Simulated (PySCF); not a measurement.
**Electron correlation in Ir²⁺ (iridium, charge +2)**

[Xe] 4f14 5d6 6p1, one real determinant (an excited configuration). All numbers are calculated (PySCF 2.14, scalar relativity through the core potential, in aug-cc-pVDZ-PP with ECP60MDF (5s5p4d2f, 54 functions)). Frozen: 5s2 5p6; 7 electrons correlated.

```json
{"level": "CCSD", "correlation energy (mhartree)": "-100.48"}
{"level": "(T)", "correlation energy (mhartree)": "-2.71"}
{"level": "CCSD(T)", "correlation energy (mhartree)": "-103.19"}
```

Diagnostics: T1 = 0.0069, D1 = 0.0184, largest double amplitude 0.116.

The real determinant used has ⟨L²⟩ near 8 against 12 for a pure F term, so it mixes terms. Spin-orbit coupling, absent here, splits the open shell strongly.

Cost of the coupled-cluster step: of the order of 6 core-seconds, for 7 correlated electrons.

Iterations:

```
CC2 = 0
CCSD nocc = (np.int64(6), np.int64(1)), nmo = (50, 50)
frozen orbitals [[0, 1, 2, 3], [0, 1, 2, 3]]
max_cycle = 100
direct = 0
conv_tol = 1e-08
conv_tol_normt = 1e-06
diis_space = 8
diis_start_cycle = 0
Init t2, MP2 energy = -0.0902524193819857
Init E_corr(UCCSD) = -0.0902524193840252
cycle = 1  E_corr(UCCSD) = -0.0965721954676522  dE = -0.00631977608  norm(t1,t2) = 0.0303739
cycle = 2  E_corr(UCCSD) = -0.0978233327354962  dE = -0.00125113727  norm(t1,t2) = 0.0184422
cycle = 3  E_corr(UCCSD) = -0.0993048819186767  dE = -0.00148154918  norm(t1,t2) = 0.0142579
cycle = 4  E_corr(UCCSD) = -0.0998173435927015  dE = -0.000512461674  norm(t1,t2) = 0.00904317
cycle = 5  E_corr(UCCSD) = -0.100259735234444  dE = -0.000442391642  norm(t1,t2) = 0.00579757
cycle = 6  E_corr(UCCSD) = -0.100402598608746  dE = -0.000142863374  norm(t1,t2) = 0.00339819
cycle = 7  E_corr(UCCSD) = -0.100484119837708  dE = -8.1521229e-05  norm(t1,t2) = 0.0013228
cycle = 8  E_corr(UCCSD) = -0.100481707017686  dE = 2.41282002e-06  norm(t1,t2) = 0.000492395
cycle = 9  E_corr(UCCSD) = -0.100482517598012  dE = -8.10580325e-07  norm(t1,t2) = 0.000197878
cycle = 10  E_corr(UCCSD) = -0.100482891620997  dE = -3.74022985e-07  norm(t1,t2) = 9.58786e-05
cycle = 11  E_corr(UCCSD) = -0.100483162865164  dE = -2.71244167e-07  norm(t1,t2) = 3.96922e-05
cycle = 12  E_corr(UCCSD) = -0.100482704857894  dE = 4.5800727e-07  norm(t1,t2) = 1.73178e-05
cycle = 13  E_corr(UCCSD) = -0.100482894086073  dE = -1.89228179e-07  norm(t1,t2) = 6.18455e-06
cycle = 14  E_corr(UCCSD) = -0.100482990860675  dE = -9.67746025e-08  norm(t1,t2) = 1.5462e-06
cycle = 15  E_corr(UCCSD) = -0.100483007655586  dE = -1.67949106e-08  norm(t1,t2) = 4.90787e-07
cycle = 16  E_corr(UCCSD) = -0.100483001667411  dE = 5.98817489e-09  norm(t1,t2) = 2.4912e-07
UCCSD converged
E(UCCSD) = -102.544563689323  E_corr = -0.1004830016674112
UCCSD(T) correction = -0.00270866164406095
```

The reference is one real determinant that mixes LS terms of this configuration.
